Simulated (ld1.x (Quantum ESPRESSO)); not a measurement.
# What one change does to a pseudopotential (germanium (Ge), ultrasoft)

germanium, ultrasoft, made with ld1.x (Quantum ESPRESSO) 7.5 (PBEsol, scalar-relativistic). Core [Ar], reference 3d10 4s2 4p2. Waves: 4s (bound): rcut 1.75, rcutus 2.00 bohr; 4s channel at 1.8 Ry: rcut 1.75, rcutus 2.00 bohr; 4p (bound): rcut 2.40, rcutus 2.65 bohr; 4p channel at 0.45 Ry: rcut 2.40, rcutus 2.65 bohr; 3d (bound): rcut 0.80, rcutus 0.90 bohr; 3d channel at -0.45 Ry: rcut 0.80, rcutus 0.90 bohr. Local part: all-electron potential smoothed inside 1.40 bohr (lloc = -2). Core correction: Bessel-smoothed model core, default radius (core density twice the valence density). Augmentation charge: PSQ, inside the norm-conserving radii.

All-electron outer shells of the reference configuration (PBEsol, scalar-relativistic, ld1.x):

| shell | level (eV) | outermost node (bohr) | outermost maximum (bohr) |
| --- | --- | --- | --- |
| 3s | -168.12 | 0.26 | 0.54 |
| 3p | -115.43 | 0.23 | 0.54 |
| 3d | -29.31 | – | 0.50 |
| 4s | -11.74 | 0.77 | 1.75 |
| 4p | -3.90 | 0.82 | 2.22 |

Change: all radii but the core radius scaled by about 0.92 (s 1.84, p 2.44, d 0.82 bohr, rcut 1.60/2.20/0.74); local potential all-electron potential smoothed inside 1.28 bohr (lloc = -2).

Cutoffs: the cutoffs (Ry, on a coarse ladder) from which the occupation-weighted sum of valence levels, in a spherical-Bessel basis at the reference potential, stays within 10 and 1 mRy of its value at 400 Ry; they do not see the model core or the augmentation charge, which bear on the density cutoff. Errors are all-electron minus pseudo energies relative to the spin-unpolarised reference configuration.

Q: What does the change do?

A: Of the 7 tests that both files solve, the error grows in 1 and shrinks in 4 by more than 15 % and 0.3 meV (median size 4.5 → 2.4 meV); neither file shows a bound ghost.

| quantity | base | changed |
| --- | --- | --- |
| cutoff, loose | 200 Ry | 230 Ry |
| cutoff, tight | over 300 Ry | over 300 Ry |
| loose cutoff by channel (10 mRy a level) | s 6 Ry, p 6 Ry, d 120 Ry | s 6 Ry, p 6 Ry, d 140 Ry |
| bound ghosts | none | none |
| error for 3d10 4s2 4p1, meV [ΔE 7.45 eV] | -3.2 | -2.4 |
| error for 3d10 4s2 4p0, meV [ΔE 22.90 eV] | -21 | -16 |
| error for 3d10 4s1 4p0, meV [ΔE 57.69 eV] | -77 | -57 |
| error for 3d10 4s2 4p1.5, meV [ΔE 2.80 eV] | -0.7 | -0.6 |
| error for 3d9 4s2 4p2, meV [ΔE 38.69 eV] | -520 | -556 |
| error for 3d10 4s1 4p3, meV [ΔE 7.98 eV] | +1.3 | +2.0 |
| error for 3d10 4s1 4p2, meV [ΔE 16.18 eV] | -4.5 | -2.2 |
| lowest overlap eigenvalue by channel | s 0.42, p 0.69, d 0.99 | s 0.41, p 0.66, d 0.99 |
